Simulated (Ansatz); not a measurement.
Reaction (cleavage of the Si–P bond): `F[SiH2]P` + `O[SiH2]O` → `O[SiH2]O[SiH2]F` + PH₃

Calculated with Ansatz (gas phase, PBE0-D4/def2-TZVP geometries, no zero-point term in ΔE). CCSD(T)/CBS adds triple-zeta CCSD(T) − MP2 to the extrapolated MP2 energy (def2 sets, frozen cores). This one scheme is used for every species. DFT in def2-TZVPP. HSE06 is defined as in plane-wave codes. Each species was taken in one conformer, which may not be the lowest.

Task: Is it downhill or uphill in electronic energy at CCSD(T)/CBS, and by how much? (An estimate is asked.)

Result: Ansatz gave: Downhill: ΔE = -1.15 eV.

Task: What do these levels give: B97M-V, PBE0-D4, r2SCANh-D4, PBE0, HSE06, BHLYP, CCSD(T)/def2-SVP, HF/def2-TZVPP, MP2/def2-TZVPP, CCSD/def2-TZVPP, CCSD(T)/def2-TZVPP, HF/def2-QZVPP? (Best estimate.)

Result: Computed: B97M-V -1.11, PBE0-D4 -1.00, r2SCANh-D4 -1.11, PBE0 -0.99, HSE06 -0.99, BHLYP -1.27, CCSD(T)/def2-SVP -1.20, HF/def2-TZVPP -1.41, MP2/def2-TZVPP -1.19, CCSD/def2-TZVPP -1.22, CCSD(T)/def2-TZVPP -1.18, HF/def2-QZVPP -1.44 eV.

Largest T1 diagnostic among the species: 0.013.

Leaving LDA and LC-ωPBE aside and taking each functional with its dispersion term where it has one, the values, not all of them listed here, spread over 0.37 eV, from BHLYP-D4 to revPBE-D4. LDA lies −0.05 eV from PBE without D4. In def2-TZVPP, CCSD(T) changes the Hartree–Fock value by +0.23 eV (the triples alone add +0.04 eV) and MP2 by +0.23 eV. From PBE to PBE0 (25 % exact exchange), in def2-TZVPP and without D4, ΔE moves by −0.08 eV.
